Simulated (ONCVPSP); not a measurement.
What the settings do to the ONCV potential of Rb

Base potential:

```json
{"Element": "rubidium (Rb)", "Generator": "ONCVPSP 4.0.1", "Type": "optimised norm-conserving Vanderbilt (ONCV)", "Functional": "BLYP", "Relativity": "fully relativistic", "Frozen core": "[Ar] 3d10", "Valence charge": "9", "Reference configuration": "4s2 4p6 5s0.75 (charge +0.25)", "Partial waves": "4s+5s: rc 1.90 bohr, ncon 4, nbas 7, qcut 4.9 1/bohr, 2 projectors; 4p: rc 1.70 bohr, ncon 4, nbas 8, qcut 5.4 1/bohr, 2 projectors, debl 2.2 Ha; d scattering state at 0.11 Ha: rc 1.60 bohr, ncon 4, nbas 8, qcut 6.3 1/bohr, local", "Local potential": "the d channel", "Core correction": "Teter function, fcfact 2.75, rcfact 1.75"}
```

Open shells are filled in proportion to 2j + 1.

All-electron outer shells of the reference configuration (BLYP, scalar-relativistic, ld1.x):

```json
{"shell": "4s", "level (eV)": "-32.96", "outermost node (bohr)": "0.62", "outermost maximum (bohr)": "1.25"}
{"shell": "4p", "level (eV)": "-17.00", "outermost node (bohr)": "0.64", "outermost maximum (bohr)": "1.42"}
{"shell": "5s", "level (eV)": "-3.14", "outermost node (bohr)": "1.78", "outermost maximum (bohr)": "4.11"}
```

Cutoffs, loose and tight: the cutoffs (Ha) at which the residual kinetic energy of the hardest occupied pseudo-wave falls to 1 and 0.1 mHa per electron. They do not see the model core or the augmentation charge, which bear on the density cutoff. Test errors are all-electron minus pseudo excitation energies from the reference, over the configurations 4s2 4p6 5s1; 4s2 4p6 5s0; 4s2 4p6 5s0.5; 4s2 4p5 5s1. A dash means not determined; rows that change the core or the reference have their own tests.

| change | outcome | cutoff, loose | cutoff, tight | bound ghosts | GHOST(+) flags above zero | largest test error (meV) |
| --- | --- | --- | --- | --- | --- | --- |
| base | generated | 12 Ha | 40 Ha | none | s | -15 |
| core correction Teter function, fcfact 2.75, rcfact 0.92 | generated | 12 Ha | 40 Ha | none | s | +5.9 |
| core correction Teter function, fcfact 2.75, rcfact 1.08 | generated | 12 Ha | 40 Ha | none | s | +5.7 |
| core correction Teter function, fcfact 2.75, rcfact 1.22 | generated | 12 Ha | 40 Ha | none | s | +4.8 |
| core correction Teter function, fcfact 2.75, rcfact 1.34 | generated | 12 Ha | 40 Ha | none | s | +3.0 |
| core correction Teter function, fcfact 2.75, rcfact 1.48 | generated | 12 Ha | 40 Ha | none | s | -0.9 |
| core correction Teter function, fcfact 2.75, rcfact 1.64 | generated | 12 Ha | 40 Ha | none | s | -8.1 |

Question: What comes out with this change to the base: core correction Teter function, fcfact 2.75, rcfact 1.86?

Answer: outcome: generated; cutoff, loose: 12 Ha; cutoff, tight: 40 Ha; bound ghosts: none; GHOST(+) flags above zero: s; largest test error (meV): -23.

Question: What comes out with this change to the base: core correction Teter function, fcfact 2.75, rcfact 2.06?

Answer: outcome: generated; cutoff, loose: 12 Ha; cutoff, tight: 40 Ha; bound ghosts: none; GHOST(+) flags above zero: s; largest test error (meV): -39.

Question: What comes out with this change to the base: core correction Teter function, fcfact 2.75, rcfact 1.8?

Answer: outcome: generated; cutoff, loose: 12 Ha; cutoff, tight: 40 Ha; bound ghosts: none; GHOST(+) flags above zero: s; largest test error (meV): -18.

Reading the sweep of the rcfact (base included, trends over the rows without a ghost): The loose cutoff stays near 12 Ha. The median size of the test errors (rows with all tests solved) stays near 0.0 meV.
